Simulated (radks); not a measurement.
Results of a calculation; reference values are marked as such.
All-electron atom: Ga IV in [Ar] 3d10.

Code: a radial shooting solver on a logarithmic mesh with Libxc functionals. Model: scalar-relativistic Kohn-Sham, PBEsol, spin-polarised, spherical densities, finite nucleus; Fermi nuclear charge, rms radius 3.9283 fm.

Energy parts (hartree):
| part | energy |
|---|---|
| total | -1940.31966 |
| kinetic | 1973.15250 |
| electron-nucleus | -4643.16543 |
| Hartree | 802.91909 |
| exchange-correlation | -73.22582 |

Orbitals (lengths in bohr, moments of r in powers of bohr; r(max) is where P^2 peaks):
orbital,occ.,eigenvalue (hartree),r(max)
1s,2,-376.8683,0.03180
2s,2,-47.57440,0.1825
2p,6,-41.58779,0.1465
3s,2,-6.66595,0.5650
3p,6,-4.86165,0.5673
3d,10,-1.92780,0.5327

The highest occupied level is 3d at -52.458 eV. Summed over all electrons, <r^2> = 12.56 bohr^2, which gives a Langevin (diamagnetic) susceptibility term of -9.95 x 10^-6 cm^3/mol.
